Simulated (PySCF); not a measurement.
# Radial density of Ne²⁺ (neon, charge +2)

UHF, [He] 2s2 2p3 3d1, high-spin 5D determinant (an excited configuration). Computed with PySCF 2.14 in aug-cc-pCVTZ-DK with one added diffuse shell each of s, p, d, f type (8s7p5d3f, 75 functions), with scalar relativity by spin-free X2C-1e.

```
r (bohr)  4πr²ρ (e/bohr)  4πr²(ρα − ρβ)
 0.00290         0.06778         0.0000
 0.00488          0.1825         0.0001
 0.00821          0.4713         0.0002
  0.0138           1.175         0.0006
  0.0232           2.727         0.0018
  0.0391           5.597         0.0072
  0.0657           9.295         0.0377
   0.111           10.92         0.1998
   0.186           7.635         0.8087
   0.313           4.557         2.3664
   0.526           6.217         3.8007
   0.885           4.580         2.5232
    1.49          0.9643         0.6107
    2.50          0.3730         0.3661
    4.21          0.1762         0.1762
    7.08       0.0005614         0.0006
```

Densities and radii are taken from the X2C orbitals without a picture-change correction, which distorts them close to the nucleus.

The outer electron is Rydberg-like, and this basis confines it to a smaller radius and binds it less than a complete one would.
